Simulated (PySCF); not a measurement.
SnSCl2: from structure and modes to constants

Method: PySCF, PBE, basis Sn def2-SVP with ECP28, S def2-SVP, Cl def2-SVP (scalar-relativistic core potentials, no spin–orbit coupling, density fitting).

The singlet minimum has C2v symmetry. Masses (u): Sn 119.90220, S 31.97207, Cl 34.96885.

```xyz
4
charge 0 multiplicity 1, angstrom
Sn    0.1397    0.0000    0.0000
S     2.3734    0.0000    0.0000
Cl   -1.3311    1.8428    0.0000
Cl   -1.3311   -1.8428    0.0000
```

Harmonic wavenumbers (cm⁻¹): 92.2 (b1, ×1), 99.2 (b2, ×1), 114.0 (a1, ×1), 344.0 (a1, ×1), 366.5 (b2, ×1), 472.8 (a1, ×1).

Q: Find the principal moments of inertia and the rotational constants. What kind of rotor is it?

A: About the centre of mass I = 237.51, 306.36, 543.86 u Å². With B = 16.8576/I this gives 0.07098, 0.05503, 0.031 cm⁻¹. The molecule is an asymmetric top with κ = 0.20.

Q: Find the vibrational entropy and heat capacity at 298.15 K.

A: With u = 1.43878 ω/T, each mode gives S = R[u/(eᵘ−1) − ln(1−e⁻ᵘ)] and C = R u² eᵘ/(eᵘ−1)².
```csv
ω (cm⁻¹),u,S (J/(mol K)),C (J/(mol K))
92.2,0.445,15.12,8.18
99.2,0.479,14.52,8.16
114.0,0.550,13.39,8.11
344.0,1.660,4.99,6.64
366.5,1.769,4.58,6.45
472.8,2.281,3.05,5.48
```
The sums over all modes are S = 55.6 and C = 43.0 J/(mol K); the softest mode gives 27 % of the entropy.

Q: Give the standard entropy (298.15 K, 1 bar) by its translational, rotational, vibrational and spin parts, and Cp.

A: Sackur–Tetrode with M = 221.81 u gives 176.2; rotation with symmetry number 2 gives 115.5; vibration 55.6; spin R ln 1 = 0.0. The total is 347.4 J/(mol K), and Cp = 4 R + 43.0 = 76.3 J/(mol K).

Other isomers or separated fragments may lie lower.
